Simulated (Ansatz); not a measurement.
Saddle point of SnH$_{4}$BrCl, closed shell (SnH₃Cl ([Cl][SnH3]) + HBr → SnH₃Br ([Br][SnH3]) + HCl; bonds formed: Sn1–Br7, Cl2–H6; bonds broken: Sn1–Cl2, H6–Br7), PBE0-D4/def2-TZVP structure:

```xyz
7
angstrom
Sn -0.7241 0.3092 -0.2643
Cl 0.6333 -1.9077 0.4265
H -0.4177 1.3771 -1.5521
H -1.2423 0.9423 1.2184
H -1.8066 -0.8789 -0.8512
H 1.5765 -0.7778 0.5781
Br 1.9809 0.9361 0.4445
```

Energies are electronic, without zero-point energy. Barriers and step energies count from the start structure reached by relaxing down the imaginary mode; all methods use the PBE0-D4 structures, on which another method's saddle can fall below an end. Computed with Ansatz 0.2.0 (basis: def2-TZVPP, with def2-QZVPP for the basis limit); correlated methods freeze the cores. Filled d shells of the heavier atoms are correlated. Core potentials replace the inner electrons of the atoms past krypton. The def2 sets are not built for correlating such inner shells, so the correlated values are less sure here. B3LYP uses VWN-RPA correlation. Extrapolation: Hartree–Fock as exp(−7.88 √X), correlation as X^−2.97.

| method | barrier (kcal/mol) | step energy (kcal/mol) |
| --- | --- | --- |
| SPW92 | ? | -3.34 |
| PBE-D4 | 15.14 | -3.49 |
| BLYP-D4 | 17.87 | -3.02 |
| r2SCAN-D4 | 17.59 | -3.40 |
| B97M-V | ? | -2.38 |
| PBE0-D4 | 18.97 | -3.83 |
| B3LYP-D4 | 20.84 | -3.35 |
| r2SCAN0-D4 | 20.35 | -3.77 |
| BHLYP-D4 | 24.92 | -3.74 |
| CAM-B3LYP-D4 | 23.82 | -3.10 |
| wB97X-V | ? | -3.33 |
| wB97M-V | 22.86 | -3.50 |
| B2PLYP | 23.07 | -3.37 |
| PBE-QIDH | 22.37 | -3.90 |
| RPA on PBE | 24.76 | -3.01 |
| HF | 34.96 | -3.87 |
| MP2 | 23.55 | -3.63 |
| CCSD | 27.42 | -3.52 |
| CCSD(T) | 25.11 | -3.41 |

Problem. Fill in the withheld barriers. (To be estimated.)

Solution. By the calculation: SPW92 11.00; wB97X-V 24.14; B97M-V 21.99 kcal/mol. Each is the energy of the saddle less that of the start structure, by the same method.

For comparison, the barrier by CCSD(T) at an estimated basis limit (MP2 extrapolated from triple and quadruple zeta, plus CCSD(T) − MP2 in triple zeta) is 22.42 kcal/mol.

No T1 diagnostic of these runs exceeds 0.012.

Labels in which every atom is bracketed show which atoms are joined, not bond orders.

For scale, one of the runs: CCSD(T)/def2-TZVPP, 196 basis functions (an equivalent command: `ansatz run in.yaml --threads 4`). The run took 74 s on 4 CPU threads (shared host), with 2.6 GiB of host memory at its peak.
